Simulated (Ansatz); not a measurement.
Conformers of `[OH][GeH2][SiH](O)Cl`, each relaxed with PBE0-D4/def2-TZVP in Ansatz. CBS adds the triple-zeta coupled-cluster correction to the MP2 limit.

Outer-core shells of Ge are correlated without core-valence functions. Scalar relativity is left out up to krypton. Spin–orbit coupling is left out.

Not all of them had a frequency check.

Conformer A:

Cartesian coordinates in Å:
```
O -0.527 -1.337 -1.910
Ge 0.298 -1.192 -0.333
Si -0.479 0.810 0.725
O 0.549 1.406 1.852
Cl -0.697 2.134 -0.856
H -0.601 -0.484 -2.347
H -0.045 -2.491 0.409
H 1.828 -1.106 -0.546
H -1.790 0.714 1.400
H 1.465 1.547 1.606
```

Conformer B:

Z-matrix (Å, degrees):
```
Ge
Si 1 2.389
O 1 1.789 2 108.9
H 1 1.545 2 111.2 3 -120.5
H 1 1.533 2 112.1 3 114.9
Cl 2 2.061 1 109.8 3 -66.3
O 2 1.639 1 106.6 3 173.6
H 2 1.487 1 113.4 3 50.6
H 3 0.959 1 112.6 2 -71.3
H 7 0.959 2 118.7 1 177.2
```

Conformer C:

```xyz
10

O     1.248    0.443    1.162
Ge    0.737    0.760   -0.542
Si   -1.216   -0.602   -0.387
O    -1.345   -0.869    1.218
Cl   -0.903   -2.341   -1.443
H     2.112    0.787    1.396
H     1.849    0.282   -1.496
H     0.534    2.279   -0.726
H    -2.487   -0.040   -0.888
H    -0.528   -0.697    1.705
```

(1) Which is lowest in electronic energy at CCSD(T)/CBS (frozen core, def2 sets), and by how much? (Estimate.)

(2) Give the energies relative to C (kJ/mol) with PBE0-D4/def2-TZVPP, B3LYP-D4/def2-TZVPP, PBE/def2-TZVPP, B3LYP/def2-TZVPP, SCS-MP2/def2-TZVPP, CCSD/def2-TZVPP, SCS-MP2/def2-QZVPP. (Estimate.)

Answers

(1) Ansatz gave: C; A lies 5.7 kJ/mol higher, B lies 9.2 kJ/mol higher.

(2) The calculation gave: 
| level | A | B |
| --- | --- | --- |
| PBE0-D4/def2-TZVPP | 5.2 | 9.0 |
| B3LYP-D4/def2-TZVPP | 5.9 | 9.2 |
| PBE/def2-TZVPP | 4.5 | 8.9 |
| B3LYP/def2-TZVPP | 5.3 | 7.4 |
| SCS-MP2/def2-TZVPP | 5.4 | 7.5 |
| CCSD/def2-TZVPP | 5.5 | 7.3 |
| SCS-MP2/def2-QZVPP | 5.1 | 7.6 |

B3LYP here is the variant with VWN-RPA as its local correlation; programs differ in this.
